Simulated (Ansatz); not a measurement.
A nudged elastic band was laid between two geometries of C2H5AlSi (9 atoms, charge 0, multiplicity 1).

Method: Ansatz 0.2.0, RKS PBE/def2-SVP.

- movable images: 7
- climbing image: yes
- spring: 5.0 eV/Å²
- optimiser: quadratic models (default)
- start path: IDPP
- force threshold: 0.05 eV/Å
- iteration limit: 60
- end points: relaxed

Initial state:

```xyz
9
Properties=species:S:1:pos:R:3
C -0.789 1.241 -0.859
C -0.001 0.282 -0.325
Al 1.660 -0.738 -0.336
Si -0.157 -0.937 1.182
H -1.785 1.501 -0.445
H -0.482 1.827 -1.748
H 3.061 -0.946 -1.083
H -1.273 -1.952 1.072
H -0.234 -0.279 2.541
```

Final state:

```xyz
9
Properties=species:S:1:pos:R:3
C -0.793 1.236 -0.865
C 0.011 0.302 -0.307
Al 1.675 -0.712 -0.312
Si -0.162 -0.944 1.175
H -0.475 1.837 -1.740
H -1.812 1.458 -0.487
H 3.075 -0.923 -1.060
H -1.277 -1.958 1.055
H -0.242 -0.297 2.540
```

**Question.** Which bonds break or form, and what moves?

**Answer.** No bond is made or broken. The dihedral H6–C1–C2–Si4 changes from 180 to 1° by way of a nearly straight angle C1–C2–Si4 (up to 165°), not by a turn about the bond. The two ends are copies of one structure, up to a mirror image or an exchange of like atoms.

**Question.** What energy profile does the band end with?

**Answer.** The forces met the threshold. The highest image is number 4 of 0 to 8, 11.2 kcal/mol above the ends, which have the same energy within 2 meV. A structure lower than the first end lies on the path between it and the top, so the climb from that side starts below the end, which may itself be a saddle point or a shallow side well. A structure lower than the last end lies on the path between it and the top, so the climb from that side starts below the end, which may itself be a saddle point or a shallow side well. A vibrational analysis at the climbing image gives one clearly imaginary mode, 277i cm⁻¹: a first-order saddle point.

| image | path coordinate (Å) | energy (kcal/mol) | angle C1–C2–Si4 (°) |
| --- | --- | --- | --- |
| 0 | 0.00 | 0.0 | 135 |
| 1 | 0.83 | -0.3 | 135 |
| 2 | 1.66 | 0.9 | 138 |
| 3 | 2.48 | 4.8 | 148 |
| 4 | 3.31 | 11.2 | 165 |
| 5 | 4.13 | 4.9 | 147 |
| 6 | 4.94 | 1.0 | 138 |
| 7 | 5.75 | -0.2 | 135 |
| 8 | 6.57 | 0.0 | 135 |

**Question.** What is the geometry of the highest image?

**Answer.** 
```xyz
9
Properties=species:S:1:pos:R:3:forces:R:3
C -0.383 1.239 -0.860 0.00 0.00 0.00
C -0.612 0.216 0.025 0.01 0.00 0.00
Al 1.284 -0.286 -0.187 0.00 0.01 -0.01
Si -0.451 -1.209 1.104 -0.01 0.01 0.00
H -0.139 2.275 -0.534 0.00 -0.01 0.00
H -0.599 1.153 -1.949 0.00 0.00 0.01
H 2.620 0.121 -0.938 -0.01 0.00 0.00
H -1.161 -2.493 0.740 0.00 0.00 0.00
H -0.558 -1.016 2.599 0.00 0.00 0.00
```

Time of the run: 4.5 min on 1 thread of Arm Neoverse V2 (shared host), peak memory 0.12 GiB.
